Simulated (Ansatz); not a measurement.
A structure relaxed at PBE-D4/def2-SVP in Ansatz, charge 0, doublet:

Cartesian coordinates in Å:
```
N -0.588 -1.655 -0.112
Ge 1.203 -1.880 -0.157
Ge -2.378 -1.494 -0.074
Ge 1.568 0.631 0.691
Ge -0.515 2.044 -0.357
Ge -1.010 0.224 1.270
Ge 1.720 2.130 -1.261
```

(1) Give its formula.

(2) Summarise the bond lengths by kind (pairs closer than 1.2 times the sum of covalent radii, bridged metal pairs left out).

Results:

(1) Ge6N.

(2) 7 × Ge–Ge 2.41 to 2.73 Å; 2 × Ge–N 1.80 to 1.81 Å.

Another isomer (doublet) lies 1.00 eV lower at PBE0-D4/def2-TZVP; other spin states weren't run for this one.
